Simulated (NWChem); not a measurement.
Correlation energy of Ge

```xyz
1

Ge     0.0000     0.0000     0.0000
```
Charge 0, spin multiplicity 3.

Program: NWChem.

Basis set: def2-SVP. Each correlation energy counts from its own Hartree-Fock reference.

The Hamiltonian is non-relativistic. The correlated methods keep 9 core orbitals frozen. No SCF solution was tested for a lower state. Open-shell Hartree-Fock references start from PBE0 orbitals. No row is a measurement; the coupled-cluster row has its own basis-set and correlation limits.

```csv
method,correlation energy (mHa)
UMP2,-171.4
SCS-UMP2,___
CCSD on UHF,___
CCSD[T] on UHF,___
CCSD(T) on UHF,-181.0
CCSD on ROHF,-180.0
CCSD[T] on ROHF,___
CCSD(T) on ROHF,-184.6
CCSDT on ROHF,-184.6
```

**Question.** Complete the blanks.

**Answer.** 
- SCS-UMP2, correlation energy (mHa): -158.0
- CCSD on UHF, correlation energy (mHa): -176.6
- CCSD[T] on UHF, correlation energy (mHa): -181.7
- CCSD[T] on ROHF, correlation energy (mHa): -185.2
